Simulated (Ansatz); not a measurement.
Ansatz (an electronic-structure program) input:

Ansatz 0.2 input:
```yaml
crystal:
  periodic: [false, false, false]
  atoms:
    - {symbol: In, position_ang: [0.00000000, 0.00000000, 0.00000000]}
    - {symbol: Cl, position_ang: [-0.00000000, -0.00000000, -2.22420788]}
    - {symbol: Cl, position_ang: [0.00000000, 0.00000000, 2.22420788]}
basis:
  gaussian:
    orbitals: def2-SVP
total_charge: 1
magnetization: {spin_polarized: false}
correlation: {method: ccsd_t, electrons: outside_noble_gas}
```

### Question
Predict the final energy.

### Answer
-1108.06316 Eh (CCSD(T)/def2-SVP). The basis has 62 functions.
